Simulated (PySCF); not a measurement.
## Sn¹⁰⁺ (tin, charge +10) across methods

[Kr] 4d4, high-spin 5D determinant. Computed with PySCF 2.14 in an even-tempered Gaussian basis (21 s from 0.33 bohr⁻², ratio 2.5; 15 p from 0.43 bohr⁻², ratio 2.5; 10 d from 0.43 bohr⁻², ratio 2.5; 4 f from 2.2 bohr⁻², ratio 2.7; 4 g from 3.3 bohr⁻², ratio 2.7), with the spin-free X2C one-electron Hamiltonian (Gaussian nucleus).

```tsv
method	E (hartree)	mean ε 4p α (eV)	mean ε 4p β (eV)	mean ε 4d α (eV)	Σ⟨r²⟩ (bohr²)	⟨S²⟩
UHF	-6142.60297	-288.91	-275.01	-209.54	12.24	6.002
LDA	-6138.72	-267.62	-262.84	-197.27	12.23	6.000
r2SCAN	-6144.85	-270.51	-263.68	-198.31	12.22	6.001
PBE	-6144.40	-267.84	-262.58	-197.35	12.22	6.000
```

(1) Estimate the same row for PBE0.

Results:

(1) E (hartree) = -6144.49; mean ε 4p α (eV) = -273.48; mean ε 4p β (eV) = -266.18; mean ε 4d α (eV) = -200.73; Σ⟨r²⟩ (bohr²) = 12.22; ⟨S²⟩ = 6.000.
